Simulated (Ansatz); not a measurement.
`OCCCCCCO` and `CCCCCCCCCCO` differ in one atom or group.

Ansatz, PBE0-D4/def2-TZVP geometries, multiplicity 1. Each molecule was computed in one conformer, which needn't be the lowest.

| property | `OCCCCCCO` |
| --- | --- |
| HOMO–LUMO gap (PBE/def2-TZVPP) / eV | 6.20 |
| LUMO energy (B3LYP/def2-TZVPP) / eV | 0.55 |
| HOMO energy (PBE0/def2-TZVPP) / eV | -7.76 |
| size of the dipole moment (B3LYP/def2-TZVPP) / D | 0.23 |
| HOMO energy (B3LYP/def2-TZVPP) / eV | -7.52 |
| HOMO–LUMO gap (ωB97M-V/def2-TZVPP) / eV | 12.51 |

(1) Give the same properties after the change, and the shifts. (Best estimate.)

## Answers

(1) The calculation gave: 
```
                                        property  `CCCCCCCCCCO`  shift
             HOMO–LUMO gap (PBE/def2-TZVPP) / eV           6.25   0.05
             LUMO energy (B3LYP/def2-TZVPP) / eV           0.67   0.12
              HOMO energy (PBE0/def2-TZVPP) / eV          -7.73   0.03
size of the dipole moment (B3LYP/def2-TZVPP) / D           1.59   1.36
             HOMO energy (B3LYP/def2-TZVPP) / eV          -7.50   0.02
         HOMO–LUMO gap (ωB97M-V/def2-TZVPP) / eV          12.61   0.10
```

Dipoles are sizes alone; their direction can turn.

Positive LUMOs are unbound, so they and the gaps depend on the basis.

B3LYP here is the variant with VWN-RPA as its local correlation; programs differ in this.
